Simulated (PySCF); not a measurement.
Bonds broken one at a time in the series B F-H. Gas-phase values, no solvent. Strings in code marks are SMILES.

Calculation: M06-2X/def2-TZVP // PBE0-D3(BJ)/def2-TZVP (PySCF 2.14.0). 

| species | HOMO–LUMO gap (eV) | dipole moment (D) | HOMO (eV) |
|---|---|---|---|
| whole molecule (`FBF`) | 13.07 | … | -12.50 |
| radical fragment (`[BH]F`) | – | 0.66 | – |
| radical fragment (`[BH2]`) | – | … | – |
| whole molecule (`B`) | 10.23 | 0.00 | -11.24 |

Task: Fill in the missing entries.

Result: 
- whole molecule (`FBF`), dipole moment (D): 0.99
- radical fragment (`[BH2]`), dipole moment (D): 0.47
